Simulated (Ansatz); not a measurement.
`C[N]([GeH3])BF` + `OC(O)=S` → `OC(=S)[O][GeH3]` + `CNBF`  (ligand exchange at a Ge–N bond)

Program: Ansatz. Geometries: PBE0-D4/def2-TZVP. ΔE: electronic, gas phase. CCSD(T)/CBS is the MP2 limit (def2-TZVPP, def2-QZVPP) plus CCSD(T) − MP2 in def2-TZVPP, frozen cores. This one scheme is used for every species. Functionals use def2-TZVPP. B3LYP here is the variant with VWN-RPA as its local correlation; programs differ in this. For Ge outer-core shells are correlated without core-valence functions, which leaves a few kJ/mol of doubt a bond. Scalar relativity is left out up to krypton. Each species was taken in one conformer, which may not be the lowest.

```tsv
level	ΔE (kcal/mol)	difference from CCSD(T)/CBS
B3LYP-D4	-8.9	-1.7
ωB97X-V	-8.2	-1.0
ωB97M-V	-7.9	-0.7
B2PLYP	-8.9	-1.7
PBE	-8.0	-0.8
r2SCAN	-8.2	-1.0
B3LYP	-9.6	-2.4
HF/def2-TZVPP	-11.1	-3.9
MP2/def2-TZVPP	-6.9	0.3
SCS-MP2/def2-TZVPP	-7.7	-0.5
CCSD/def2-TZVPP	-7.5	-0.3
HF/def2-QZVPP	-11.3	-4.1
MP2/def2-QZVPP	-7.0	0.2
HF/CBS(def2)	-11.3	-4.1
MP2/CBS(def2)	-7.0	0.2
CCSD/CBS(def2)	-7.6	-0.4
CCSD(T)/CBS	-7.2	0
```

Largest T1 diagnostic among the species: 0.016.

The D4 term adds +0.7 kcal/mol with B3LYP and +0.4 kcal/mol with PBE0; it sums over pairs of atoms, weighted by their polarisabilities, and B3LYP, whose exchange is more repulsive, gets the larger term. In def2-TZVPP, CCSD(T) changes the Hartree–Fock value by +4.0 kcal/mol (the triples alone add +0.4 kcal/mol) and MP2 by +4.2 kcal/mol.
